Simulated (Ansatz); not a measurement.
Basis-set extrapolation for C2H6AlFOSi (`C=C([SiH3])[O][AlH][F]`) (PBE0-D4/def2-TZVP geometry, frozen core, the Gaussian-basis code of Ansatz). Multiplicity 1, RHF reference.

```json
{"": "HF", "def2-TZVPP": "-784.608675", "def2-QZVPP": "-784.637475"}
{"": "MP2 correlation", "def2-TZVPP": "-1.004794", "def2-QZVPP": "-1.084265"}
{"": "CCSD(T) correlation", "def2-TZVPP": "-1.086191", "def2-QZVPP": "not run"}
```

Energies in hartree. Use E(X) = E(∞) + A·exp(−7.88·√X) for Hartree–Fock and E(X) = E(∞) + B·X^(−2.97) for correlation, with X = 3 and 4, and add CCSD(T) minus MP2 of the smaller set to the MP2 limit.

Q: What is the CCSD(T) energy at the basis-set limit?

A: HF limit: -784.637475 + (-0.028800) × 0.13774 = -784.64144. MP2 limit: -1.084265 + (-0.079471) × 0.74074 = -1.14313. Higher-order term: -1.086191 − (-1.004794) = -0.08140. Total: -785.86597 hartree, 449.2 kJ/mol below CCSD(T)/def2-TZVPP.
